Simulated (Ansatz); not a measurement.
`C#[C][Ti]([Cl])([Cl])[Cl]` + HCl → `[Cl][Ti]([Cl])([Cl])[Cl]` + `C#C` at 700 K and 1 bar (ligand exchange at a Ti–C bond).

Gas-phase electronic energies from Ansatz, PBE0-D4/def2-TZVP geometries. CCSD(T)/CBS is the MP2 limit (def2-TZVPP, def2-QZVPP) plus CCSD(T) − MP2 in def2-TZVPP, frozen cores. This one scheme is used for every species. For Ti outer-core shells are correlated without core-valence functions, which leaves a few kJ/mol of doubt a bond. Scalar relativity is left out up to krypton.

```csv
species,CCSD(T)/CBS energy (Eh),H − E (kJ/mol),S (J/(mol·K))
`C#[C][Ti]([Cl])([Cl])[Cl]`,-2305.09363,136.9,499.9
HCl,-460.38127,38.4,211.8
`[Cl][Ti]([Cl])([Cl])[Cl]`,-2688.29434,77.7,439.4
`C#C`,-77.22717,102.1,244.4
```

H − E and S are ideal-gas, rigid-rotor, harmonic terms from PBE0-D4/def2-TZVP. 1 Eh = 2625.50 kJ/mol, R = 8.31446 J/(mol·K).

By hand: ΔE, ΔH, ΔS and ΔG.

ΔE = (-2688.29434) + (-77.22717) − (-2305.09363) − (-460.38127) = -0.04661 Eh = -122.4 kJ/mol. Δ(H − E) = 77.7 + 102.1 − 136.9 − 38.4 = 4.5, so ΔH = -117.9 kJ/mol. ΔS = 439.4 + 244.4 − 499.9 − 211.8 = -27.9 J/(mol·K). ΔG = -117.9 − 700 × (-27.9)/1000 = -98.4 kJ/mol.

By hand: the equilibrium constant, and the temperature at which ΔG would vanish if ΔH and ΔS stayed fixed.

log₁₀ K = −ΔG/(RT ln 10) = 7.3. ΔG = 0 at ΔH/ΔS = 4226 K, far beyond where these terms or the molecules hold.

ΔH outweighs TΔS. A doubt of 5 kJ/mol in ΔE shifts log₁₀ K by 0.4 here. These are equilibria of isolated gas molecules and say nothing of rates. Largest T1 diagnostic: 0.025 (customary marks: 0.02 for closed shells, 0.045 for open ones).
